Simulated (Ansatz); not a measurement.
Steps of a relaxation of C₃H₉FSi (`CC(F)C[SiH3]`) with RKS PBE-D4/def2-SVP.

```sh
$ ansatz run in.yaml --threads 4 --pin off --events-out ev --progress --plain --max-ram 10444MiB
```

```yaml
crystal:
  periodic: [false, false, false]
  atoms:
    - {symbol: C, position_ang: [-1.729000, 0.775900, 0.665300]}
    - {symbol: C, position_ang: [-0.300100, 0.701300, 0.333800]}
    - {symbol: F, position_ang: [0.357400, 0.912200, 1.480100]}
    - {symbol: C, position_ang: [0.132900, -0.668400, -0.204000]}
    - {symbol: Si, position_ang: [1.817900, -0.854900, -0.820800]}
    - {symbol: H, position_ang: [-2.390800, 0.699400, -0.243400]}
    - {symbol: H, position_ang: [-2.047100, 0.080500, 1.405600]}
    - {symbol: H, position_ang: [-1.955300, 1.823500, 1.071300]}
    - {symbol: H, position_ang: [-0.005400, 1.513900, -0.323100]}
    - {symbol: H, position_ang: [-0.101600, -1.423500, 0.609900]}
    - {symbol: H, position_ang: [-0.619600, -0.931800, -1.010500]}
    - {symbol: H, position_ang: [2.090000, 0.152800, -1.861600]}
    - {symbol: H, position_ang: [2.743800, -0.616400, 0.278900]}
    - {symbol: H, position_ang: [1.993900, -2.193600, -1.352700]}
basis:
  gaussian: {orbitals: def2-SVP}
hamiltonian: {xc: pbe, dispersion: d4}
relax: {f_tol: 0.03, max_steps: 200}
```

Positions (Å) and forces (eV/Å) along the path, 9 of 10 steps:

```xyz
14
step=1 energy=-13833.7242 eV
C    -1.729    0.776    0.665   -2.080    2.676   -1.286
C    -0.300    0.701    0.334    0.159   -1.282   -0.815
F     0.357    0.912    1.480    1.737    0.517    2.404
C     0.133   -0.668   -0.204   -2.912   -0.437    0.178
Si    1.818   -0.855   -0.821    0.864    0.321   -0.190
H    -2.391    0.699   -0.243    0.318   -0.190    0.405
H    -2.047    0.081    1.406   -0.304   -1.193    0.997
H    -1.955    1.823    1.071    0.208   -0.931   -0.211
H    -0.005    1.514   -0.323    0.095    0.575   -1.007
H    -0.102   -1.423    0.610    0.291    0.419   -0.410
H    -0.620   -0.932   -1.010    0.580    0.038    0.240
H     2.090    0.153   -1.862    0.116    0.363   -0.500
H     2.744   -0.616    0.279    0.716    0.051    0.607
H     1.994   -2.194   -1.353    0.213   -0.927   -0.414
14
step=2 energy=-13834.1147 eV
C    -1.768    0.816    0.681   -0.820    0.881   -0.146
C    -0.311    0.701    0.350    0.083   -0.362   -0.806
F     0.414    0.941    1.494    0.563    0.091    0.681
C     0.088   -0.672   -0.221   -1.289   -0.115    0.455
Si    1.836   -0.853   -0.799    0.653    0.083   -0.197
H    -2.419    0.706   -0.218    0.193   -0.068    0.129
H    -2.075    0.077    1.429   -0.072   -0.364    0.264
H    -1.984    1.832    1.104    0.096   -0.344   -0.097
H    -0.030    1.489   -0.378    0.005    0.182   -0.194
H    -0.129   -1.423    0.579    0.117    0.051   -0.153
H    -0.616   -0.937   -1.052    0.268    0.118    0.122
H     2.118    0.147   -1.879    0.031    0.119   -0.108
H     2.818   -0.641    0.303    0.136    0.017    0.161
H     2.044   -2.214   -1.365    0.036   -0.289   -0.112
14
step=3 energy=-13834.1878 eV
C    -1.788    0.837    0.706   -0.004   -0.136    0.137
C    -0.324    0.709    0.316   -0.005   -0.171   -0.222
F     0.466    0.962    1.442    0.068    0.092    0.065
C     0.053   -0.678   -0.226   -0.207    0.147    0.094
Si    1.857   -0.856   -0.780    0.189   -0.022   -0.057
H    -2.443    0.711   -0.178   -0.014   -0.003   -0.045
H    -2.061    0.059    1.453    0.032    0.070   -0.060
H    -1.991    1.830    1.149    0.009    0.063    0.018
H    -0.071    1.489   -0.446   -0.018   -0.057    0.086
H    -0.167   -1.442    0.552   -0.003    0.024   -0.003
H    -0.602   -0.918   -1.091    0.034   -0.017   -0.050
H     2.153    0.162   -1.856   -0.009   -0.022    0.045
H     2.836   -0.660    0.347   -0.057   -0.014   -0.022
H     2.068   -2.233   -1.359   -0.015    0.045    0.013
14
step=4 energy=-13834.1953 eV
C    -1.788    0.834    0.721    0.077   -0.110    0.059
C    -0.330    0.706    0.299   -0.039   -0.001   -0.084
F     0.485    0.985    1.407   -0.014    0.001   -0.052
C     0.043   -0.677   -0.241    0.031    0.063    0.032
Si    1.865   -0.858   -0.769   -0.002   -0.004    0.017
H    -2.458    0.699   -0.151   -0.012    0.006   -0.004
H    -2.041    0.061    1.478    0.014    0.048   -0.032
H    -1.979    1.831    1.161   -0.003    0.034    0.004
H    -0.098    1.481   -0.473   -0.013   -0.025    0.044
H    -0.190   -1.441    0.532   -0.009   -0.028    0.001
H    -0.590   -0.914   -1.123    0.002    0.006   -0.001
H     2.172    0.170   -1.830    0.008   -0.011    0.029
H     2.823   -0.677    0.376   -0.036   -0.017   -0.019
H     2.073   -2.230   -1.358   -0.005    0.037    0.006
14
step=5 energy=-13834.2034 eV
C    -1.783    0.827    0.746    0.101   -0.051   -0.024
C    -0.344    0.709    0.257   -0.037    0.112    0.115
F     0.518    1.028    1.328   -0.100   -0.041   -0.142
C     0.028   -0.674   -0.265    0.162   -0.031   -0.072
Si    1.870   -0.860   -0.746   -0.064    0.019    0.048
H    -2.492    0.665   -0.093    0.025    0.013    0.054
H    -1.992    0.070    1.532    0.021    0.043   -0.041
H    -1.963    1.834    1.172   -0.019   -0.001   -0.008
H    -0.154    1.473   -0.535   -0.020   -0.033    0.027
H    -0.223   -1.439    0.501   -0.009   -0.031   -0.001
H    -0.577   -0.910   -1.167   -0.009    0.008    0.032
H     2.228    0.198   -1.760   -0.006   -0.011    0.036
H     2.793   -0.738    0.435   -0.037   -0.016   -0.026
H     2.078   -2.213   -1.377   -0.009    0.018    0.001
14
step=6 energy=-13834.2092 eV
C    -1.771    0.820    0.774    0.070   -0.091   -0.035
C    -0.360    0.715    0.202    0.017    0.214    0.163
F     0.558    1.095    1.214   -0.209   -0.101   -0.232
C     0.019   -0.673   -0.296    0.127   -0.063   -0.050
Si    1.875   -0.864   -0.714   -0.044    0.087    0.053
H    -2.529    0.606   -0.013    0.111    0.029    0.120
H    -1.911    0.092    1.605    0.029    0.097   -0.117
H    -1.949    1.841    1.168   -0.021   -0.024   -0.014
H    -0.233    1.457   -0.627   -0.015   -0.076    0.089
H    -0.248   -1.435    0.468   -0.014   -0.025    0.001
H    -0.565   -0.918   -1.211    0.002    0.015    0.045
H     2.292    0.265   -1.632   -0.005   -0.114    0.080
H     2.742   -0.852    0.522   -0.071   -0.018   -0.125
H     2.067   -2.179   -1.431    0.023    0.071    0.022
14
step=7 energy=-13834.2144 eV
C    -1.768    0.822    0.781    0.043   -0.061   -0.026
C    -0.368    0.717    0.190    0.032    0.157    0.114
F     0.561    1.110    1.183   -0.134   -0.071   -0.146
C     0.012   -0.676   -0.300    0.062   -0.030   -0.047
Si    1.868   -0.861   -0.706    0.084    0.010    0.010
H    -2.534    0.590    0.010    0.060    0.018    0.068
H    -1.889    0.105    1.622    0.017    0.056   -0.066
H    -1.951    1.846    1.162   -0.010   -0.013   -0.010
H    -0.254    1.449   -0.647   -0.014   -0.054    0.053
H    -0.257   -1.434    0.468    0.004   -0.013   -0.006
H    -0.572   -0.924   -1.213    0.005    0.008    0.028
H     2.325    0.271   -1.596   -0.052   -0.036    0.062
H     2.727   -0.891    0.530   -0.064    0.005   -0.053
H     2.085   -2.153   -1.454   -0.033    0.025    0.019
14
step=8 energy=-13834.2177 eV
C    -1.757    0.820    0.785   -0.028    0.011    0.003
C    -0.368    0.721    0.179   -0.007   -0.064    0.018
F     0.567    1.115    1.153    0.032    0.044    0.020
C     0.011   -0.675   -0.309   -0.011   -0.005   -0.018
Si    1.868   -0.861   -0.696   -0.022    0.009   -0.031
H    -2.528    0.564    0.031   -0.011    0.000   -0.002
H    -1.858    0.120    1.638    0.008   -0.001    0.007
H    -1.952    1.849    1.149    0.002   -0.008   -0.003
H    -0.272    1.445   -0.664    0.019    0.012   -0.012
H    -0.258   -1.437    0.456   -0.019    0.014    0.008
H    -0.572   -0.922   -1.221    0.014   -0.009   -0.005
H     2.327    0.288   -1.554    0.010    0.010    0.003
H     2.704   -0.917    0.549    0.003   -0.004    0.012
H     2.075   -2.139   -1.466    0.010   -0.010   -0.002
14
step=10 energy=-13834.2185 eV
C    -1.753    0.820    0.792   -0.001    0.000    0.000
C    -0.372    0.721    0.166   -0.009    0.007   -0.015
F     0.576    1.134    1.122    0.000   -0.004    0.000
C     0.007   -0.678   -0.316   -0.001   -0.009    0.008
Si    1.867   -0.862   -0.690    0.011    0.006   -0.002
H    -2.536    0.544    0.056    0.007    0.001    0.006
H    -1.832    0.134    1.660    0.003    0.004   -0.006
H    -1.950    1.852    1.141   -0.001   -0.001    0.001
H    -0.289    1.436   -0.686   -0.001   -0.003    0.008
H    -0.272   -1.436    0.449    0.001    0.000   -0.002
H    -0.569   -0.927   -1.233   -0.001    0.002    0.000
H     2.342    0.306   -1.512   -0.002   -0.005    0.002
H     2.687   -0.951    0.565   -0.005   -0.001   -0.003
H     2.083   -2.123   -1.485   -0.001    0.003    0.002
```

Run time 15 s (4 threads of an Intel Xeon on a shared host); peak host memory 0.17 GiB.
